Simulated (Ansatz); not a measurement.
Start from `C[SiH2]N(C)C` and change one atom or group to get `C[N](C)[AlH][Cl]`.

Ansatz, PBE0-D4/def2-TZVP geometries, multiplicity 1. Each molecule was computed in one conformer, which needn't be the lowest.

| property | `C[SiH2]N(C)C` |
| --- | --- |
| HOMO–LUMO gap (PBE0/def2-TZVPP) / eV | 7.29 |
| HOMO–LUMO gap (PBE/def2-TZVPP) / eV | 5.17 |
| LUMO energy (ωB97M-V/def2-TZVPP) / eV | 2.50 |
| ideal-gas entropy at 298 K and 1 bar (rigid rotor, harmonic PBE0-D4/def2-TZVP) / J/(mol·K) | 366 |
| HOMO energy (PBE/def2-TZVPP) / eV | -4.95 |
| LUMO energy (PBE0/def2-TZVPP) / eV | 1.04 |

Problem. What does the change do to each property? (An estimate is asked.)

Solution. Computed: 
```csv
property,`C[N](C)[AlH][Cl]`,shift
HOMO–LUMO gap (PBE0/def2-TZVPP) / eV,6.10,-1.19
HOMO–LUMO gap (PBE/def2-TZVPP) / eV,4.12,-1.05
LUMO energy (ωB97M-V/def2-TZVPP) / eV,1.02,-1.48
"ideal-gas entropy at 298 K and 1 bar (rigid rotor, harmonic PBE0-D4/def2-TZVP) / J/(mol·K)",354,-12
HOMO energy (PBE/def2-TZVPP) / eV,-5.44,-0.49
LUMO energy (PBE0/def2-TZVPP) / eV,-0.57,-1.61
```

With PBE0 the HOMO falls by 0.42 eV and the LUMO falls by 1.61 eV, so the gap narrows by about 1.19 eV. PBE moves the HOMO by -0.49 eV and ωB97M-V by -0.39 eV. The zero-point energy changes by -118.3 kJ/mol with -12 modes. Modes under 60 cm⁻¹, often nearly free rotors, make the harmonic entropy too high.
